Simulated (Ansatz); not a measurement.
This geometry of ClHS₂Si (5 atoms, charge 0, multiplicity 1) is a first-order saddle point.

Theory: Ansatz 0.2.0, RKS B3LYP-D4/def2-SVP.

```xyz
5
Properties=species:S:1:pos:R:3
Cl 1.466 -0.299 1.760
Si 0.562 0.660 0.149
S -1.407 -0.715 -0.508
S 0.381 -0.588 -1.614
H -1.002 0.942 0.214
```

(1) Which two structures does it join? (They come from a converged band through this point; their orientation in space is the band's.)

(2) How far does it lie above each of them?

Answers

(1) Bonds broken: Si2–H5. Bonds formed: S3–H5.

Initial state:

```xyz
5
Properties=species:S:1:pos:R:3
Cl 1.355 -0.133 1.692
Si 0.012 0.258 0.186
S -1.250 -1.288 -0.493
S 0.411 -0.455 -1.758
H -0.528 1.618 0.374
```

Final state:

```xyz
5
Properties=species:S:1:pos:R:3
Cl 1.680 -0.905 1.706
Si 1.004 0.696 0.481
S -1.263 -0.272 -0.145
S 0.416 -0.391 -1.432
H -1.837 0.873 -0.611
```

(2) 166.3 kJ/mol above the first and 89.1 kJ/mol above the second. This is the barrier of this one path; another mechanism may lie lower. The orbitals stay closed-shell, which can raise the energy where a bond breaks towards radicals; this wasn't checked here.

Time of the run: 2.6 min on 1 thread of Arm Neoverse V2 (shared host), peak memory 0.16 GiB.
